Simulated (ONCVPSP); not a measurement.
# Varying the ONCV potential for rubidium (Rb)

Base potential:

rubidium, optimised norm-conserving Vanderbilt (ONCV), made with ONCVPSP 4.0.1 (PBE, scalar-relativistic). Core [Ar] 3d10, reference 4s2 4p6 5s1. Waves: 4s+5s: rc 2.30 bohr, ncon 4, nbas 8, qcut 6.1 1/bohr, 3 projectors, debl 2.1 Ha; 4p: rc 2.30 bohr, ncon 4, nbas 8, qcut 4.9 1/bohr, 2 projectors, debl 3.8 Ha; d scattering state at 0.09 Ha: rc 2.00 bohr, ncon 4, nbas 9, qcut 4.5 1/bohr, 2 projectors, debl 2.8 Ha. Local part: polynomial inside 1.35 bohr (lpopt 5, dvloc0 -1 Ha). Core correction: none.

All-electron outer shells of the reference configuration (PBE, scalar-relativistic, ld1.x):

```csv
shell,level (eV),outermost node (bohr),outermost maximum (bohr)
3d,-103.96,–,0.39
4s,-31.89,0.62,1.25
4p,-15.96,0.64,1.42
5s,-2.23,1.79,4.38
```

Cutoffs, loose and tight: the cutoffs (Ha) at which the residual kinetic energy of the hardest occupied pseudo-wave falls to 1 and 0.1 mHa per electron. They do not see the model core or the augmentation charge, which bear on the density cutoff. Test errors are all-electron minus pseudo excitation energies from the reference, over the configurations 4s2 4p6 5s0; 4s2 4p6 5s0.5; 4s2 4p6 5s0 5p1; 4s2 4p5 5s1. A dash means not determined; rows that change the core or the reference have their own tests.

A true bound ghost makes a file unfit for plane-wave use even where its test errors are small: the radial tests pick states by their node count and pass the ghost by.

| change | outcome | cutoff, loose | cutoff, tight | bound ghosts | GHOST(+) flags above zero | largest test error (meV) |
| --- | --- | --- | --- | --- | --- | --- |
| base | generated | 11 Ha | 13 Ha | none | s | -15 |
| all radii scaled by about 0.80 (s 1.84, p 1.84, d 1.60 bohr); local potential polynomial inside 1.08 bohr (lpopt 5, dvloc0 -1 Ha) | generated | 14 Ha | 31 Ha | none | s, p | -12 |
| all radii scaled by about 1.09 (s 2.50, p 2.50, d 2.18 bohr); local potential polynomial inside 1.46 bohr (lpopt 5, dvloc0 -1 Ha) | generated | 9.3 Ha | 12 Ha | none | s | -16 |
| all radii scaled by about 1.17 (s 2.70, p 2.70, d 2.34 bohr); local potential polynomial inside 1.58 bohr (lpopt 5, dvloc0 -1 Ha) | generated | 8.3 Ha | 11 Ha | d | s | -15 |
| all radii scaled by about 1.25 (s 2.88, p 2.88, d 2.50 bohr); local potential polynomial inside 1.68 bohr (lpopt 5, dvloc0 -1 Ha) | generated | 8.1 Ha | 11 Ha | none | s, d | -12 |
| all radii scaled by about 1.32 (s 3.04, p 3.04, d 2.64 bohr); local potential polynomial inside 1.78 bohr (lpopt 5, dvloc0 -1 Ha) | generated | 7.9 Ha | 10 Ha | none | s | -7.1 |

What comes out with this change to the base: all radii scaled by about 0.88 (s 2.02, p 2.02, d 1.76 bohr); local potential polynomial inside 1.18 bohr (lpopt 5, dvloc0 -1 Ha)?

outcome: generated; cutoff, loose: 13 Ha; cutoff, tight: 15 Ha; bound ghosts: none; GHOST(+) flags above zero: s; largest test error (meV): -14.

What comes out with this change to the base: all radii scaled by about 0.93 (s 2.14, p 2.14, d 1.86 bohr); local potential polynomial inside 1.26 bohr (lpopt 5, dvloc0 -1 Ha)?

outcome: generated; cutoff, loose: 12 Ha; cutoff, tight: 14 Ha; bound ghosts: none; GHOST(+) flags above zero: s; largest test error (meV): -15.

Reading the sweep of the scale of all radii (base = 1) (base included, trends over the rows without a ghost): The loose cutoff falls from 14 Ha at 0.8 to 7.9 Ha at 1.32. A larger radius leaves more room for a smooth pseudo-wave, so fewer plane waves are needed; a smaller one forces it to follow the all-electron wave where it bends sharply. The median size of the test errors (rows with all tests solved) rises from 0.2 meV at 0.8 to 1.6 meV at 1.32. More of the atom is replaced by a form fitted at one configuration, so other configurations suffer as the radius grows. Bound ghosts are found at 1.17.
